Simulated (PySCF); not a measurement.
**Field gradients at the hydrogen positions**

Compound: C₇H₁₂FNO.
Cartesian coordinates in Å at the PBE0-D3(BJ)/def2-SVP level; atoms count from 1:
```xyz
22
C7H12FNO angstrom
C      1.4055    2.0823    0.5724
C      1.1482    0.6726    0.0848
C      1.6849    0.4345   -1.3163
O     -0.2592    0.4782    0.1395
C     -0.7043   -0.8465    0.1790
C     -0.9947   -1.3036    1.5944
C     -1.9662   -0.8783   -0.6881
F     -2.5161   -2.1309   -0.6755
C     -1.6675   -0.4860   -2.0723
N     -1.4298   -0.1902   -3.1642
H      0.8983    2.8055   -0.0844
H      2.4824    2.3049    0.5690
H      1.0194    2.2154    1.5930
H      1.6305   -0.0391    0.7855
H      1.2168    1.1312   -2.0276
H      1.4807   -0.5877   -1.6681
H      2.7751    0.5823   -1.3410
H      0.0272   -1.5311   -0.2910
H     -1.7130   -0.6199    2.0715
H     -1.4095   -2.3212    1.6025
H     -0.0696   -1.2996    2.1888
H     -2.6976   -0.1600   -0.2772
```

Level: PBE0/pcSseg-1 (PySCF, non-relativistic); Q(2H) = 0.00286 b; rigid geometry, the same for H and D, with no vibrational averaging.

Q: Give the electric field gradient Vzz (the principal value of largest size), its asymmetry and the 2H coupling at each hydrogen.

A: 
```
atom  bonded to  bond length (Å)  Vzz (au)     η  χzz (kHz)
 H11         C1            1.101    0.2898  0.03        195
 H12         C1            1.100    0.2928  0.03        197
 H13         C1            1.099    0.2937  0.03        197
 H14         C2            1.109    0.2657  0.08        179
 H15         C3            1.100    0.2892  0.03        194
 H16         C3            1.100    0.2925  0.04        197
 H17         C3            1.100    0.2925  0.03        197
 H18         C5            1.107    0.2643  0.05        178
 H19         C6            1.101    0.2897  0.04        195
 H20         C6            1.099    0.2908  0.02        195
 H21         C6            1.100    0.2933  0.03        197
 H22         C7            1.104    0.2650  0.05        178
```

Q: How does χzz go with the bond length over the 12 C–H bonds?

A: A straight-line fit has a slope of -23.3 kHz for each 0.01 Å, with a correlation coefficient of -0.94, over lengths from 1.099 to 1.109 Å. The longer bonds have the smaller couplings here.

Q: A static deuteron (I = 1) shows a doublet split by (3/2)χ, (3/4)χ(1 + η) and (3/4)χ(1 − η) with the field along z, y and x of the gradient. What are these for H15?

A: With |χ| = 194.3 kHz and η = 0.025: 292, 149 and 142 kHz, to first order and without motion.

Isolated species at its PBE0-D3(BJ)/def2-SVP geometry (one conformer only). A larger basis could move these couplings by a tenth or more.
